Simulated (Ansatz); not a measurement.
A search over several starts for the lowest SCF solution of W₂O₄⁺ at the given spin, in a small basis.

```yaml
crystal:
  periodic: [false, false, false]
  atoms:
    - {symbol: W, position_ang: [-0.331692, 0.952311, -1.086333]}
    - {symbol: W, position_ang: [0.862979, -1.204904, 0.033670]}
    - {symbol: O, position_ang: [0.882200, -0.566827, 1.605049]}
    - {symbol: O, position_ang: [-0.579505, -2.078490, -0.127361]}
    - {symbol: O, position_ang: [-1.669849, 0.941200, -0.044122]}
    - {symbol: O, position_ang: [0.835877, 1.956721, -0.380903]}
basis:
  gaussian: {orbitals: def2-SVP, initial_orbitals: start.molden}
total_charge: 1
magnetization: {spin_polarized: true, initial_magnetization: 1}
hamiltonian: {xc: pbe, dispersion: d4}
output: {orbitals: {seedname: orbitals}}
```

The file start.molden holds the orbitals of an earlier run on this structure, at another level or in another basis.

```sh
$ ansatz run in.yaml --threads 4 --pin off --events-out ev --progress --plain --max-ram 4787MiB
```

It prints (some lines left out):

```
Functional definition: PBE
1186 factors; their error is unknown
mean field evaluation 1: about -11714.8289 eV, gradient 9.2e2 eV
mean field evaluation 2: about -11745.3728 eV, gradient 5.8e1 eV
mean field evaluation 4: about -11790.0581 eV, gradient 2.7e1 eV
mean field evaluation 8: about -11822.5998 eV, gradient 1.1e0 eV
mean field evaluation 16: about -10884.3423 eV, gradient 3.7e2 eV
mean field evaluation 32: about -11822.5659 eV, gradient 1.8e-3 eV
mean field evaluation 64: about -11821.9352 eV, gradient 2.2e-2 eV
mean field -11822.56585480 eV, -434.4712815410 hartree, gradient 1.9e-5 eV, S^2 0.753887; 6 other end points of the search recorded, 0 dependent functions left out
reference -11822.56591862 eV, -434.4712838864 hartree; 30, 29 occupied and 90, 91 virtual orbitals, 1186 factors
Total energy: -11822.77495648 eV, -434.4789658859 hartree
```

It took 7.5 s on 4 threads of Arm Neoverse V2 on a shared host.

In the def2 sets W takes a core potential; there is no spin–orbit coupling. No other spin state of charge 1 was run. Another isomer (doublet) lies 1.20 eV lower at PBE0-D4/def2-TZVP; other spin states weren't run for this one.
